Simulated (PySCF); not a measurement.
Geometries of 3 isomers of C7H5FO2, from PBE0-D3(BJ)/def2-SVP geometry optimisation, gas phase in PySCF 2.14.0. One conformer each, no zero-point energy, no frequencies.

**Question.** Which isomer lies lowest at this level?
A.
```xyz
15
angstrom
O      2.595   -1.368   -0.239
C      2.080   -0.298   -0.026
O      2.794    0.805    0.208
C      0.606   -0.094   -0.004
C     -0.189   -1.220   -0.264
C     -1.574   -1.145   -0.274
C     -2.196    0.079   -0.019
C     -1.432    1.211    0.244
C     -0.044    1.121    0.252
F      0.641    2.224    0.511
H      3.723    0.533    0.161
H      0.334   -2.159   -0.460
H     -2.171   -2.036   -0.479
H     -3.285    0.154   -0.024
H     -1.890    2.180    0.448
```
B.
```xyz
15
angstrom
O      2.541   -1.539   -0.477
C      2.046   -0.441   -0.517
O      2.766    0.664   -0.756
C      0.604   -0.161   -0.313
C     -0.237   -1.243   -0.029
C     -1.597   -1.042    0.167
C     -2.102    0.251    0.073
F     -3.403    0.447    0.256
C     -1.288    1.344   -0.208
C      0.072    1.131   -0.400
H      3.681    0.369   -0.877
H      0.202   -2.241    0.033
H     -2.275   -1.867    0.391
H     -1.730    2.339   -0.271
H      0.734    1.969   -0.622
```
C.
```xyz
15
angstrom
C      2.001    1.657   -0.510
C      1.519    0.422   -0.690
C      0.248   -0.089   -0.173
C     -0.640    0.741    0.590
C     -1.786    0.171    1.022
F     -2.684    0.813    1.722
O     -2.141   -1.069    0.802
C     -1.330   -1.973    0.055
O     -1.749   -3.081   -0.088
C     -0.102   -1.392   -0.422
H      1.465    2.420    0.061
H      2.965    1.949   -0.933
H      2.106   -0.298   -1.269
H     -0.438    1.783    0.824
H      0.542   -2.058   -0.997
```

**Answer.** B. That is `O=C(O)c1ccc(F)cc1`, 3.4 kcal/mol below the next.

```
            SMILES                                           atoms numbered as above      E (Eh)  relative (kcal/mol)  relative (kJ/mol)  dipole (D)
 O=C(O)c1ccc(F)cc1   [O:1]=[C:2]([OH:3])[c:4]1[cH:5][cH:6][c:7]([F:8])[cH:9][cH:10]1  -519.13325                  0.0                0.0        1.42
   O=C(O)c1ccccc1F     [O:1]=[C:2]([OH:3])[c:4]1[cH:5][cH:6][cH:7][cH:8][c:9]1[F:10]  -519.12786                  3.4               14.2        1.69
C=Cc1cc(F)oc(=O)c1  [CH2:1]=[CH:2][c:3]1[cH:4][c:5]([F:6])[o:7][c:8](=[O:9])[cH:10]1  -519.07447                 36.9              154.3        4.85
```

As drawn, the lowest has an O–H bond, which the highest lacks.
